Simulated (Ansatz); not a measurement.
## A barrier at the coupled-cluster level

Start structure (Si₂NH₉Cl₂O, singlet), relaxed at PBE0-D4/def2-TZVP:

```xyz
15
angstrom
Si -1.4090 -0.0879 -0.3191
Si 0.2402 -1.7454 -0.2926
Cl -1.5761 1.1351 1.3865
Cl -2.9477 -1.4884 0.2388
H -2.0987 0.4271 -1.5213
H 0.8908 1.3103 -0.2520
N 0.1184 1.3349 -0.9238
H 2.2073 0.2037 1.7794
O 1.6924 0.9644 1.5002
H 0.4434 -2.1647 1.1211
H -0.2003 -2.9160 -1.0925
H 1.5592 -1.2859 -0.8248
H -0.2609 2.2757 -0.9399
H 0.4801 1.1220 -1.8475
H 0.8610 0.9151 1.9876
```

The step: Si₂H₄Cl₂ ([SiH3][SiH]([Cl])[Cl]) + H₂O + NH₃ → SiNH₃Cl₂ ([NH2][SiH]([Cl])[Cl]) + SiH₄ + H₂O; bonds formed: Si2–H8, H6–O9; dative contacts that become bonds: Si1–N7; bonds broken: Si1–Si2, H6–N7, H8–O9. Program: Ansatz 0.2.0. Basis: def2-TZVPP and def2-QZVPP. Cores are frozen in the correlated methods. Extrapolation: Hartree–Fock as exp(−7.88 √X), correlation as X^−2.97. Energies below are by CCSD(T) at an estimated basis limit (MP2 extrapolated from triple and quadruple zeta, plus CCSD(T) − MP2 in triple zeta).

Problem. What are the electronic barrier and the energy of the step, from the start structure to the end structure? (An estimate is asked for; the value comes from the calculation.)

Solution. The calculation gives: Barrier 45.81 kcal/mol; step energy -11.20 kcal/mol (downhill); reverse barrier, their difference, 57.00 kcal/mol. Barrier and step energy count from the start structure, the reverse barrier from the end structure.

The saddle point: One imaginary mode of 1147i cm⁻¹.
```json
{"pair": "Si1–N7", "start (Å)": "2.17", "saddle (Å)": "1.80", "end (Å)": "1.71"}
{"pair": "Si2–H8", "start (Å)": "3.46", "saddle (Å)": "2.01", "end (Å)": "1.48"}
{"pair": "H6–O9", "start (Å)": "1.96", "saddle (Å)": "1.20", "end (Å)": "0.97"}
{"pair": "Si1–Si2", "start (Å)": "2.34", "saddle (Å)": "3.01", "end (Å)": "4.51"}
{"pair": "H6–N7", "start (Å)": "1.02", "saddle (Å)": "1.30", "end (Å)": "2.04"}
{"pair": "H8–O9", "start (Å)": "0.96", "saddle (Å)": "1.12", "end (Å)": "2.94"}
```

Zero-point energy (harmonic, PBE0-D4): ZPE is 63.31 kcal/mol at the start and 58.76 kcal/mol at the saddle, so the barrier goes from 45.81 to 41.26 kcal/mol.

The T1 diagnostic stays at or below 0.012.

Labels in which every atom is bracketed show which atoms are joined, not bond orders.

For scale, one of the runs: CCSD(T)/def2-TZVPP, 356 basis functions, launched by `ansatz run in.yaml --threads 5 --pin off --events-out ev --progress --plain --max-ram 66560MiB --backend cuda --devices 0, --max-vram 37GiB`. Hardware: 5 CPU threads of an AMD EPYC 7R13 and a share of one NVIDIA H100, shared host. Wall time 23 s; peak host memory 0.85 GiB.
